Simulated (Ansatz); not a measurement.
Ansatz (an electronic-structure program) input:

Ansatz 0.2 input:
```yaml
crystal:
  periodic: [false, false, false]
  atoms:
    - {symbol: Se, position_ang: [-0.00000000, -0.00000000, -1.69647763]}
    - {symbol: C, position_ang: [0.00000000, 0.00000000, 0.00000000]}
    - {symbol: Se, position_ang: [0.00000000, 0.00000000, 1.69647763]}
basis:
  gaussian:
    orbitals: aug-cc-pVDZ
magnetization: {spin_polarized: false}
correlation: {method: ccsd_t, electrons: outside_noble_gas}
output: {forces: true}
```

Q: What final total energy does it print?

A: -4837.88628 Eh (CCSD(T)/aug-cc-pVDZ). The basis has 95 functions.
